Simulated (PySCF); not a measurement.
Species: C7H7F.
SMILES with atom numbers: `[CH3:1][c:2]1[cH:3][cH:4][cH:5][cH:6][c:7]1[F:8]` (hydrogens: H9, H10, H11 on C1; H12 on C3; H13 on C4; H14 on C5; H15 on C6)

The same species was optimised twice, with GFN2-xTB and with PBE0-D3(BJ)/def2-SVP (PySCF), and the same property calculations (PySCF, gas phase) were run on both structures.

| coordinate | GFN2-xTB | PBE0-D3(BJ)/def2-SVP | change |
| --- | --- | --- | --- |
| C7–F8 (Å) | 1.354 | 1.337 | -0.017 |
| C3–C4 (Å) | 1.385 | 1.395 | +0.010 |
| C2–C3 (Å) | 1.388 | 1.398 | +0.010 |
| C5–C6 (Å) | 1.384 | 1.394 | +0.010 |
| C4–C5 (Å) | 1.384 | 1.393 | +0.009 |
| C6–C7 (Å) | 1.381 | 1.387 | +0.006 |
| C2–C7 (Å) | 1.391 | 1.397 | +0.006 |
| C1–C2 (Å) | 1.497 | 1.498 | +0.001 |
| C1–C2–C3 (°) | 122.5 | 123.1 | +0.6 |
| C2–C7–F8 (°) | 118.6 | 118.1 | -0.5 |
| C3–C4–C5 (°) | 120.3 | 119.9 | -0.4 |
| C1–C2–C7 (°) | 120.5 | 120.1 | -0.4 |
| C2–C3–C4 (°) | 121.2 | 121.6 | +0.4 |
| C6–C7–F8 (°) | 118.6 | 118.9 | +0.3 |
| C3–C2–C7 (°) | 117.0 | 116.8 | -0.2 |
| C2–C7–C6 (°) | 122.8 | 123.0 | +0.2 |

Rotational constants: A = 3266, B = 2203, C = 1327 MHz (GFN2-xTB) against A = 3264, B = 2182, C = 1318 MHz (PBE0-D3(BJ)/def2-SVP).

On the GFN2-xTB structure: HOMO (eV) -7.07 [PBE0/pcSseg-1]; LUMO (eV) -0.31 [PBE0/pcSseg-1]; dipole (D) 1.27 [PBE0/pcSseg-1]; GIAO shielding of C1 (ppm) 168.4 [PBE0/pcSseg-1]; GIAO shielding of C2 (ppm) 55.6 [PBE0/pcSseg-1]; GIAO shielding of C3 (ppm) 50.4 [PBE0/pcSseg-1]; GIAO shielding of C4 (ppm) 57.9 [PBE0/pcSseg-1]; GIAO shielding of C5 (ppm) 54.0 [PBE0/pcSseg-1]; GIAO shielding of C6 (ppm) 66.1 [PBE0/pcSseg-1]; GIAO shielding of C7 (ppm) 15.3 [PBE0/pcSseg-1]; GIAO shielding of F8 (ppm) 290.3 [PBE0/pcSseg-1].

**Question.** What do these properties become on the PBE0-D3(BJ)/def2-SVP structure?

**Answer.** 
```tsv
property	level	on GFN2-xTB	on PBE0-D3(BJ)/def2-SVP	change
HOMO (eV)	PBE0/pcSseg-1	-7.07	-7.03	+0.04
LUMO (eV)	PBE0/pcSseg-1	-0.31	-0.36	-0.05
dipole (D)	PBE0/pcSseg-1	1.27	1.15	-0.12
energy, GFN2-xTB geometry as zero (kcal/mol)	PBE0/pcSseg-1	0.0	-0.2	-0.2
GIAO shielding of C1 (ppm)	PBE0/pcSseg-1	168.4	166.8	-1.6
GIAO shielding of C2 (ppm)	PBE0/pcSseg-1	55.6	54.1	-1.5
GIAO shielding of C3 (ppm)	PBE0/pcSseg-1	50.4	47.8	-2.6
GIAO shielding of C4 (ppm)	PBE0/pcSseg-1	57.9	55.9	-2.0
GIAO shielding of C5 (ppm)	PBE0/pcSseg-1	54.0	51.4	-2.6
GIAO shielding of C6 (ppm)	PBE0/pcSseg-1	66.1	64.6	-1.5
GIAO shielding of C7 (ppm)	PBE0/pcSseg-1	15.3	15.3	0.0
GIAO shielding of F8 (ppm)	PBE0/pcSseg-1	290.3	290.6	+0.3
```

The heavy atoms differ by 0.011 Å rms after alignment. Among bonds between heavy atoms C7–F8 changes most (-0.017 Å). Changes are differences of the printed values. Neither structure is proved a minimum here.
